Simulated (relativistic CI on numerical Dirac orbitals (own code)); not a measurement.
Ligand-field terms of d6

Computed with a parametric ligand-field model of a d^n configuration (Racah B and C, spin-orbit zeta, crystal field), exact diagonalisation.

Field parameters in Wybourne normalisation: Oh B⁴₀ = 21Dq, B⁴₄ = √(5/14) B⁴₀; Td as Oh with Dq negative (B⁴₀ = 21Dq, B⁴₄ = √(5/14) B⁴₀). The field is a parameter set, without covalency.

Lowest levels for B = 750, C = 3200, ζ = 500 cm⁻¹, Td, 10Dq = -7500 cm⁻¹?

A1 0 (S 2.00), T1 20 (S 2.00), E 39 (S 2.00), T2 65 (S 2.00), A2 91 (S 2.00), T2 7183 (S 2.00), T1 7452 (S 2.00), E 7454 (S 2.00), T2 7822 (S 2.00) cm⁻¹, with S from ⟨S²⟩ = S(S + 1). The ground level has 3.00 electrons in the cubic e pair.

Lowest levels for B = 640, C = 2310, ζ = 660 cm⁻¹, Td, 10Dq = -8300 cm⁻¹?

A1 0 (S 1.98), T1 40 (S 1.98), E 75 (S 1.99), T2 139 (S 1.99), A2 206 (S 2.00), T2 5575 (S 1.00), E 5658 (S 1.02), T1 6202 (S 1.02), A1 6348 (S 1.02) cm⁻¹, with S from ⟨S²⟩ = S(S + 1). The ground level has 3.01 electrons in the cubic e pair.

Lowest levels for B = 530, C = 2030, ζ = 1050 cm⁻¹, Oh, 10Dq = 23200 cm⁻¹?

A1 0 (S 0.04), E 16998 (S 1.01), T2 17105 (S 1.01), T1 17704 (S 1.01), A1 18285 (S 1.02), T1 20524 (S 0.86), E 21073 (S 1.01), T2 21685 (S 1.01), A2 22053 (S 1.00) cm⁻¹, with S from ⟨S²⟩ = S(S + 1). The ground level has 0.04 electrons in the cubic e pair.

Lowest levels for B = 340, C = 1560, ζ = 3150 cm⁻¹, Oh, 10Dq = 31500 cm⁻¹?

A1 0 (S 0.12), E 25086 (S 1.02), T2 25824 (S 0.98), T1 26096 (S 0.89), A1 29929 (S 1.01), T1 30293 (S 0.95), E 31191 (S 1.00), T2 31956 (S 1.01), A2 32589 (S 1.00) cm⁻¹, with S from ⟨S²⟩ = S(S + 1). The ground level has 0.07 electrons in the cubic e pair; its S is far from a half-integer, so spin-orbit coupling mixes spin states.

Lowest levels for B = 420, C = 1750, ζ = 3350 cm⁻¹, Oh, 10Dq = 30450 cm⁻¹?

A1 0 (S 0.14), E 23496 (S 1.03), T2 24302 (S 1.00), T1 24636 (S 0.91), A1 28704 (S 1.03), T1 29134 (S 0.95), E 30267 (S 1.00), T2 31201 (S 1.02), T1 31981 (S 0.51) cm⁻¹, with S from ⟨S²⟩ = S(S + 1). The ground level has 0.09 electrons in the cubic e pair; its S is far from a half-integer, so spin-orbit coupling mixes spin states.
